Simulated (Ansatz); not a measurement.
Consider the formal exchange of groups at a B–Br bond: `BBBr` + `COCF` → `BBCOC` + `FBr`.

Isolated molecules relaxed with PBE0-D4/def2-TZVP in Ansatz; ΔE leaves out vibrations. CCSD(T)/CBS is the MP2 limit (def2-TZVPP, def2-QZVPP) plus CCSD(T) − MP2 in def2-TZVPP, frozen cores. Functionals use def2-TZVPP. B3LYP here is the variant with VWN-RPA as its local correlation; programs differ in this. For Br outer-core shells are correlated without core-valence functions, which leaves a few kJ/mol of doubt a bond. Scalar relativity is left out up to krypton. Each species was taken in one conformer, which may not be the lowest.

```json
{"level": "PBE-D4", "ΔE (kJ/mol)": "267.1", "difference from CCSD(T)/CBS": "-24.1"}
{"level": "r2SCAN-D4", "ΔE (kJ/mol)": "286.7", "difference from CCSD(T)/CBS": "-4.5"}
{"level": "PBE0-D4", "ΔE (kJ/mol)": "283.8", "difference from CCSD(T)/CBS": "-7.4"}
{"level": "B3LYP-D4", "ΔE (kJ/mol)": "273.3", "difference from CCSD(T)/CBS": "-17.9"}
{"level": "PBE", "ΔE (kJ/mol)": "267.9", "difference from CCSD(T)/CBS": "-23.3"}
{"level": "r2SCAN", "ΔE (kJ/mol)": "287.4", "difference from CCSD(T)/CBS": "-3.8"}
{"level": "PBE0", "ΔE (kJ/mol)": "284.7", "difference from CCSD(T)/CBS": "-6.5"}
{"level": "B3LYP", "ΔE (kJ/mol)": "274.2", "difference from CCSD(T)/CBS": "-17.0"}
{"level": "MP2/def2-TZVPP", "ΔE (kJ/mol)": "305.5", "difference from CCSD(T)/CBS": "14.3"}
{"level": "SCS-MP2/def2-TZVPP", "ΔE (kJ/mol)": "295.7", "difference from CCSD(T)/CBS": "4.5"}
{"level": "CCSD/def2-TZVPP", "ΔE (kJ/mol)": "295.8", "difference from CCSD(T)/CBS": "4.6"}
{"level": "CCSD(T)/def2-TZVPP", "ΔE (kJ/mol)": "293.6", "difference from CCSD(T)/CBS": "2.4"}
{"level": "HF/def2-QZVPP", "ΔE (kJ/mol)": "309.9", "difference from CCSD(T)/CBS": "18.7"}
{"level": "SCS-MP2/def2-QZVPP", "ΔE (kJ/mol)": "292.5", "difference from CCSD(T)/CBS": "1.3"}
{"level": "MP2/CBS(def2)", "ΔE (kJ/mol)": "303.1", "difference from CCSD(T)/CBS": "11.9"}
{"level": "CCSD/CBS(def2)", "ΔE (kJ/mol)": "293.4", "difference from CCSD(T)/CBS": "2.2"}
{"level": "CCSD(T)/CBS", "ΔE (kJ/mol)": "291.2", "difference from CCSD(T)/CBS": "0"}
```

Largest T1 diagnostic among the species: 0.012.

In def2-TZVPP, CCSD(T) changes the Hartree–Fock value by −21.9 kJ/mol (the triples alone add −2.2 kJ/mol) and MP2 by −10.0 kJ/mol. From PBE to PBE0 (25 % exact exchange), in def2-TZVPP and without D4, ΔE moves by +16.7 kJ/mol.
